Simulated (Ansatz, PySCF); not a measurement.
Gas-phase reaction (SMILES): F[SiH2]F -> F[SiH]F + H atom; the H-Si bond at the site shown breaks (other sites are not compared here).

Structures are relaxed separately at B3LYP-D3(BJ)/def2-TZVP in Ansatz (a first-principles code). Correlated levels leave the core frozen unless marked. UHF or UKS for open shells. No spin-orbit coupling. No relativistic terms. CBS(X,Y): correlation extrapolated as X^-3; Hartree-Fock from the larger set. Thermal terms are rigid-rotor harmonic-oscillator values from B3LYP-D3(BJ) frequencies (Ansatz or PySCF) at 298.15 K and 1 atm. 1 Eh = 627.5095 kcal/mol. Atoms have translation alone. Electronic entropy comes from spin alone.

```json
[
 {"species": "F[SiH2]F", "E, CCSD(T)/CBS(cc-pV(T+d)Z,cc-pV(Q+d)Z) (Ansatz) (Eh)": "-489.98533", "E, PBE-D3(BJ)/def2-TZVPD (Ansatz + dftd3) (Eh)": "-490.26438", "H - E (Eh)": "0.02754", "G - E (Eh)": "-0.00226"},
 {"species": "F[SiH]F", "E, CCSD(T)/CBS(cc-pV(T+d)Z,cc-pV(Q+d)Z) (Ansatz) (Eh)": "-489.32243", "E, PBE-D3(BJ)/def2-TZVPD (Ansatz + dftd3) (Eh)": "-489.61558", "H - E (Eh)": "0.01749", "G - E (Eh)": "-0.01342"},
 {"species": "H atom", "E, CCSD(T)/CBS(cc-pV(T+d)Z,cc-pV(Q+d)Z) (Ansatz) (Eh)": "-0.49995", "E, PBE-D3(BJ)/def2-TZVPD (Ansatz + dftd3) (Eh)": "-0.49962", "H - E (Eh)": "0.00236", "G - E (Eh)": "-0.01065"}
]
```

Question: Work out ΔE and ΔH, ΔG, ΔS and the equilibrium constant at 298.15 K at the first level, then ΔH at the second.

Answer: 
1. ΔE = [(-489.32243) + (-0.49995)] - [(-489.98533)] = 0.16295 Eh = 102.3 kcal/mol at CCSD(T)/CBS(cc-pV(T+d)Z,cc-pV(Q+d)Z).
2. The terms H - E add up to -0.00769 Eh, so ΔH = (0.16295 + (-0.00769))×627.5095 = 97.4 kcal/mol.
3. The terms G - E add up to -0.02181 Eh, so ΔG = 88.6 kcal/mol, and ΔS = (-0.00769 - (-0.02181))×627509.5/298.15 = 29.7 cal/(mol K).
4. log10 K = -ΔG/(RT ln 10) = -64.9, with RT ln 10 = 1.3642 kcal/mol.
5. With ΔH and ΔS taken as constant, ΔG changes sign near ΔH/ΔS = 3280 K, a rough figure that leaves out heat capacities.
6. At PBE-D3(BJ)/def2-TZVPD the same steps give ΔE = 93.6 and ΔH = 88.8 kcal/mol, a shift of -8.6 from the first level.
7. These values are not checked against measurement here, since the tables used lack a sound gas-phase enthalpy of formation for at least one species.
